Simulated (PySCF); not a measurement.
C₈H₁₃NSi.
Structure used (GFN2-xTB), in Å, numbered top down from 1:
```
atom  x, y, z in Å
C1    -1.7628   -1.8417    0.6463
C2    -1.4645   -0.6719    0.0990
C3    -2.2018   -0.1591   -1.1024
C4    -0.3404    0.1619    0.6375
C5    -0.5311    1.6970    0.6828
Si6    1.2384    1.9843    0.0178
C7     0.9428    0.1047   -0.2394
C8     1.9712   -0.9176    0.2439
C9     3.1234   -0.9197   -0.6153
N10    4.0258   -0.9005   -1.3177
H11   -1.2496   -2.2115    1.5186
H12   -2.5370   -2.4769    0.2501
H13   -1.5253    0.3238   -1.8050
H14   -2.9503    0.5729   -0.7976
H15   -2.7171   -0.9705   -1.6102
H16   -0.0924   -0.1947    1.6409
H17   -0.7886    2.0684    1.6719
H18   -1.3068    2.0363    0.0013
H19    1.4009    2.8048   -1.1776
H20    2.2474    2.2838    1.0324
H21    0.6826   -0.1408   -1.2723
H22    2.2959   -0.6831    1.2621
H23    1.5348   -1.9229    0.2430
```

Definitions: NICS(0) = −σiso at the ring centroid; NICS(1) = −σiso and NICS(1)zz = −σzz at ±1 Å along the ring normal z. Level: GIAO PBE0/pcSseg-1 (PySCF, non-relativistic, gas phase) on the GFN2-xTB geometry, one conformer.

Ring bond lengths (Å), with Mayer bond orders in brackets: C4–C5 1.548 (0.99), C5–Si6 1.912 (0.94), Si6–C7 1.920 (0.87), C7–C4 1.555 (0.92).

Task: Give the NICS values of each ring in ppm.

Result: 
```tsv
ring	type	NICS(0)	NICS(1), two faces	NICS(1)zz, two faces	rms pucker (Å)	centre to ring atoms, mean (Å)
C4–C5–Si6–C7	4-membered ring with Si; formal bonds all single	-0.6	-1.4 / -1.1	4.6 / 4.4	0.09	1.22
```

Task: What can be read from them?

Result: 
- C4–C5–Si6–C7: mean NICS(1)zz 4.5 ppm, deshielded. C4, C5, Si6, C7 have four or more neighbours, so the value isn't read as a sign of a π ring current.

Task: What are the shieldings of the ring atoms and their hydrogens in the same run (means over atoms taken as equivalent)?

Result: 
| atoms | environment | σ isotropic (ppm) | principal values of the symmetric part, first atom (ppm) |
| --- | --- | --- | --- |
| C4 | allylic carbon | 135.9 | 125.0, 134.1, 148.5 |
| C5 | sp3 carbon bound to silicon | 176.7 | 159.8, 170.1, 200.2 |
| Si6 | SiH2 silicon | 385.7 | 344.1, 395.0, 417.9 |
| C7 | sp3 carbon bound to silicon | 153.9 | 130.1, 151.9, 179.8 |
| H16 | methine hydrogen | 29.20 | 27.6, 28.3, 31.7 |
| H17 | methylene hydrogen | 30.32 | 26.1, 26.9, 37.9 |
| H18 | methylene hydrogen | 30.16 | 25.6, 30.0, 34.9 |
| H19 | Si–H hydrogen | 26.90 | 24.0, 24.4, 32.3 |
| H20 | Si–H hydrogen | 27.18 | 24.5, 25.3, 31.8 |
| H21 | methine hydrogen | 29.97 | 26.4, 31.4, 32.1 |
